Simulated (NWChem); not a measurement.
System: BiF₃; SMILES [Bi]([F])([F])[F]

Here is an NWChem input.

```
start job
memory heap 200 mb stack 900 mb global 1100 mb
geometry units angstroms
  Bi     0.002150    -0.000358     0.238431
  F     -1.351369    -1.021536    -0.863658
  F     -0.221902     1.676264    -0.869792
  F      1.549622    -0.650791    -0.889260
end
basis spherical
  * library def2-svp
end
ecp
  Bi library def2-ecp
end
dft
  xc xpbe96 cpbe96
  disp vdw 4
  iterations 150
end
driver
  maxiter 120
end
task dft optimize
dft
  grid fine
  convergence energy 1d-8 density 1d-7
end
task dft freq numerical
```

Output (shortened):

```
             Northwest Computational Chemistry Package (NWChem) 7.3.0
             --------------------------------------------------------

 C3  symmetry detected

                             Geometry "geometry" -> ""
                             -------------------------

 Output coordinates in angstroms (scale by  1.889725989 to convert to a.u.)

  No.       Tag          Charge          X              Y              Z
 ---- ---------------- ---------- -------------- -------------- --------------
    1 Bi                  83.0000     0.00000000     0.00000000     0.27312075
    2 F                    9.0000    -1.65319062    -0.34387052    -0.83959341
    3 F                    9.0000     0.52879471     1.60364034    -0.83959341
    4 F                    9.0000     1.12439592    -1.25976982    -0.83959341

 Effective nuclear repulsion energy (a.u.)     630.3916074529

      Symmetry information
      --------------------

 Group name             C3
 Group number              5
 Group order               3
 No. of unique centers     2

                                Z-matrix (autoz)
                                --------

 Units are Angstrom for bonds and degrees for angles

      Type          Name      I     J     K     L     M      Value
      ----------- --------  ----- ----- ----- ----- ----- ----------
    1 Stretch                  1     2                       2.02223
    2 Stretch                  1     3                       2.02223
    3 Stretch                  1     4                       2.02223
    4 Bend                     2     1     3                92.62808
    5 Bend                     2     1     4                92.62808
    6 Bend                     3     1     4                92.62808
    7 Torsion                  2     1     3     4         -92.75447
    8 Torsion                  2     1     4     3          92.75447
    9 Torsion                  3     1     2     4          92.75447
   10 Torsion                  2     4     1     3         -92.75447
   11 Torsion                  3     2     1     4         -92.75447
   12 Torsion                  2     3     1     4          92.75447

                           NWChem Geometry Optimization
                           ----------------------------

 maximum gradient threshold         (gmax) =   0.000450
 rms gradient threshold             (grms) =   0.000300
 maximum cartesian step threshold   (xmax) =   0.001800
 rms cartesian step threshold       (xrms) =   0.001200
 fixed trust radius                (trust) =   0.300000
 source of zmatrix                         =   autoz

          -------------------
          Energy Minimization
          -------------------

 Using diagonal initial Hessian
 Scaling for Hessian diagonals: bonds = 1.00  angles = 0.25  torsions = 0.10

          --------
          Step   0

                                 NWChem DFT Module
                                 -----------------

 Summary of "ao basis" -> "ao basis" (spherical)
 ------------------------------------------------------------------------------
       Tag                 Description            Shells   Functions and Types
 ---------------- ------------------------------  ------  ---------------------
 Bi                         def2-svp                10       26   4s4p2d
 F                          def2-svp                 6       14   3s2p1d

      Symmetry analysis of basis
      --------------------------

        a          24
        e+         22
        e-         22

  Rotation of axis

            General Information
            -------------------
          SCF calculation type: DFT
          Wavefunction type:  closed shell.
          No. of atoms     :     4
          No. of electrons :    50
           Alpha electrons :    25
            Beta electrons :    25
          Charge           :     0
          Spin multiplicity:     1
          Use of symmetry is: on ; symmetry adaption is: on
          Maximum number of iterations: 150
          AO basis - number of functions:    68
                     number of shells:    28
          Convergence on energy requested:  1.00D-06
          Convergence on density requested:  1.00D-05
          Convergence on gradient requested:  5.00D-04

              XC Information
              --------------
          PerdewBurkeErnzerhof Exchange Functional  1.000
            Perdew 1991 LDA Correlation Functional  1.000 local
           PerdewBurkeErnz. Correlation Functional  1.000 non-local

[...]

      ----------------------
      Optimization converged
      ----------------------

  Step       Energy      Delta E   Gmax     Grms     Xrms     Xmax
  ---- ---------------- -------- -------- -------- -------- --------
@    2    -513.74204344 -1.4D-05  0.00000  0.00000  0.00421  0.01123
                                     ok       ok

                                Z-matrix (autoz)
                                --------

 Units are Angstrom for bonds and degrees for angles

      Type          Name      I     J     K     L     M      Value     Gradient
      ----------- --------  ----- ----- ----- ----- ----- ---------- ----------
    1 Stretch                  1     2                       2.04294    0.00000
    2 Stretch                  1     3                       2.04294    0.00000
    3 Stretch                  1     4                       2.04294    0.00000
    4 Bend                     2     1     3                96.54939    0.00000
    5 Bend                     2     1     4                96.54939    0.00000
    6 Bend                     3     1     4                96.54939    0.00000
    7 Torsion                  2     1     3     4         -97.39703   -0.00000
    8 Torsion                  2     1     4     3          97.39703    0.00000
    9 Torsion                  3     1     2     4          97.39703    0.00000
   10 Torsion                  2     4     1     3         -97.39703   -0.00000
   11 Torsion                  3     2     1     4         -97.39703   -0.00000
   12 Torsion                  2     3     1     4          97.39703    0.00000

                         Geometry "geometry" -> "geometry"
                         ---------------------------------

 Output coordinates in angstroms (scale by  1.889725989 to convert to a.u.)

  No.       Tag          Charge          X              Y              Z
 ---- ---------------- ---------- -------------- -------------- --------------
    1 Bi                  83.0000     0.00000000    -0.00000000     0.21578312
    2 F                    9.0000    -1.72372158    -0.35854125    -0.82048087
    3 F                    9.0000     0.55135496     1.67205731    -0.82048087
    4 F                    9.0000     1.17236662    -1.31351606    -0.82048087

 Effective nuclear repulsion energy (a.u.)     622.6476250780

      Symmetry information
      --------------------

 Group name             C3
 Group number              5
 Group order               3
 No. of unique centers     2

                Final and change from initial internal coordinates
                --------------------------------------------------

                                Z-matrix (autoz)
                                --------

 Units are Angstrom for bonds and degrees for angles

[...]

 Rotational Constants
 --------------------
 A=   0.123568 cm-1  (  0.177783 K)
 B=   0.123568 cm-1  (  0.177783 K)
 C=   0.095419 cm-1  (  0.137283 K)

 Temperature                      =   298.15K
 frequency scaling parameter      =   1.0000

 Zero-Point correction to Energy  =    3.166 kcal/mol  (  0.005046 au)
 Thermal correction to Energy     =    6.437 kcal/mol  (  0.010258 au)
 Thermal correction to Enthalpy   =    7.029 kcal/mol  (  0.011202 au)

 Total Entropy                    =   75.931 cal/mol-K
   - Translational                =   42.615 cal/mol-K (mol. weight = 265.9756)
   - Rotational                   =   24.313 cal/mol-K (symmetry #  =        3)
   - Vibrational                  =    9.004 cal/mol-K

 Cv (constant volume heat capacity) =   14.872 cal/mol-K
   - Translational                  =    2.979 cal/mol-K
   - Rotational                     =    2.979 cal/mol-K
   - Vibrational                    =    8.913 cal/mol-K

[normal modes left out]

 ----------------------------------------------------------------------------
 Normal Eigenvalue ||           Projected Infra Red Intensities
  Mode   [cm**-1]  || [atomic units] [(debye/angs)**2] [(KM/mol)] [arbitrary]
 ------ ---------- || -------------- ----------------- ---------- -----------
    1       -0.000 ||    0.000018           0.000         0.017       0.011
    2        0.000 ||    0.002175           0.050         2.120       1.288
    3        0.000 ||    0.004486           0.104         4.373       2.656
    4        0.000 ||    0.000020           0.000         0.020       0.012
    5        0.000 ||    0.001060           0.024         1.033       0.627
    6        0.000 ||    0.006097           0.141         5.944       3.610
    7      157.248 ||    0.004673           0.108         4.556       2.767
    8      157.248 ||    0.004673           0.108         4.556       2.767
    9      177.371 ||    0.017548           0.405        17.106      10.389
   10      571.149 ||    0.064873           1.497        63.241      38.406
   11      571.149 ||    0.064873           1.497        63.241      38.406
   12      581.701 ||    0.032199           0.743        31.389      19.062
 ----------------------------------------------------------------------------
```

Level: PBE-D3(BJ)/def2-SVP with def2 effective core potentials on Bi. def2 effective core potentials on Bi; no spin-orbit coupling.
